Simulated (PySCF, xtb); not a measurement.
B(Cl)(NHMe)(OH) (CH₅BClNO), SMILES CNB(O)Cl. Atoms are numbered in the order given.

```xyz
10

B     -0.0416     0.2566     0.1108
Cl     1.0068    -0.0997     1.5193
N     -0.2122    -0.7554    -0.8527
C     -1.0009    -0.7053    -2.0633
H      0.2688    -1.6332    -0.6930
H     -1.8106    -1.4568    -2.0690
H     -0.3886    -0.8621    -2.9692
H     -1.4806     0.2804    -2.1710
O     -0.6053     1.4943     0.0711
H     -1.1646     1.6475    -0.6994
```
Charge 0, spin multiplicity 1.

Coordinates come from a B3LYP-D3(BJ)/def2-SVP optimisation. One conformer was computed; it need not be the lowest.

Calculation: C-PCM-M06-2X/def2-SVP run with PySCF 2.14.0.

The values are the electrostatic part of the solvation free energy, E(continuum) − E(gas) at the gas-phase geometry, in a cavity of scaled van der Waals radii (PySCF's table); cavitation and dispersion terms are not included. In vacuum the orbital gap is 10.54 eV. The dipole moment in vacuum is 4.16 D.

Computed values in water (ε = 78.36), tetrahydrofuran (ε = 7.43), N,N-dimethylformamide (ε = 37.22):
```csv
solvent,ε,ΔG(elec) (kcal/mol),dipole (D),gap (eV)
water,78.36,-7.7,5.08,10.94
tetrahydrofuran,7.43,-6.6,4.95,10.89
"N,N-dimethylformamide",37.22,-7.5,5.07,10.93
```

For comparison, GFN2-xTB/ALPB(water) (xtb, at the GFN2-xTB geometry, all terms of that model) gives -7.7 kcal/mol.
